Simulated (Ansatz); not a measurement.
Reaction (ligand exchange at the Sn–Cl bond): `C[O][Sn][Cl]` + H–F → `C[O][Sn][F]` + HCl

Calculated with Ansatz (gas phase, PBE0-D4/def2-TZVP geometries, no zero-point term in ΔE). CCSD(T)/CBS is the MP2 limit (def2-TZVPP, def2-QZVPP) plus CCSD(T) − MP2 in def2-TZVPP, frozen cores. This one scheme is used for every species. Functionals use def2-TZVPP. HSE06 is defined as in plane-wave codes. def2 core potentials past Kr. For Sn outer-core shells are correlated without core-valence functions, which leaves a few kJ/mol of doubt a bond. Each species was taken in one conformer, which may not be the lowest.

| level | ΔE (kJ/mol) | difference from CCSD(T)/CBS |
| --- | --- | --- |
| PBE-D4 | 27.7 | -3.0 |
| revPBE-D4 | 28.5 | -2.2 |
| CAM-B3LYP-D4 | 20.3 | -10.4 |
| ωB97M-V | 24.9 | -5.8 |
| B2PLYP | 24.5 | -6.2 |
| PBE | 24.3 | -6.4 |
| BLYP | 15.8 | -14.9 |
| r2SCAN0 | 31.0 | 0.3 |
| HSE06 | 31.8 | 1.1 |
| CAM-B3LYP | 17.0 | -13.7 |
| RPA@PBE/def2-TZVPP | 22.9 | -7.8 |
| MP2/def2-SVP | 22.3 | -8.4 |
| CCSD(T)/def2-SVP | 21.2 | -9.5 |
| HF/def2-TZVPP | 29.6 | -1.1 |
| CCSD(T)/def2-TZVPP | 28.7 | -2.0 |
| MP2/CBS(def2) | 36.4 | 5.7 |
| CCSD(T)/CBS | 30.7 | 0 |

Largest T1 diagnostic among the species: 0.017.

Leaving LDA and LC-ωPBE aside and taking each functional with its dispersion term where it has one, the values, not all of them listed here, spread over 14.5 kJ/mol, from CAM-B3LYP-D4 to HSE06-D4. LDA lies +4.1 kJ/mol from PBE without D4. The D4 term adds +5.7 kJ/mol with B3LYP and +3.0 kJ/mol with PBE0; it sums over pairs of atoms, weighted by their polarisabilities, and B3LYP, whose exchange is more repulsive, gets the larger term.

B3LYP here is the variant with VWN-RPA as its local correlation; programs differ in this.
